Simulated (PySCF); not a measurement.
System: C$_{2}$H$_{5}$O$_{2}$Si, net charge 0, doublet state. It need not be the lowest isomer of its formula. 
Structure (B3LYP-D3(BJ)/def2-TZVP (Ansatz) minimum search):
```
O
C 1 1.3556
O 2 1.2191 1 121.71
C 2 1.4387 3 124.33 1 -180.00
H 4 1.0789 2 118.32 3 0.00
H 4 1.0793 5 120.76 2 180.00
Si 1 1.6916 2 118.93 3 0.00
H 7 1.4751 1 110.60 2 -61.87
H 7 1.4751 8 111.28 1 -123.35
H 7 1.4755 8 110.57 9 -123.28
```
Charge 0, spin multiplicity 2.

Dispersion corrections to the total energy (kcal/mol) from the dftd3 and dftd4 libraries through PySCF: D3(BJ) without and D4 with the three-body term, each with the damping fitted for the functional named.

```tsv
functional	D3(BJ)	D4
B2PLYP	-3.64	-3.14
B2GP-PLYP	-2.93	-1.89
BP86	-7.14	(withheld)
PBE0	(withheld)	-3.78
CAM-B3LYP	-3.51	-3.80
B3LYP	-7.80	-7.24
r2SCAN	-1.24	(withheld)
```

**Question.** What belongs in the gaps?

**Answer.** 
- BP86, D4: -5.97
- PBE0, D3(BJ): -3.86
- r2SCAN, D4: -1.11
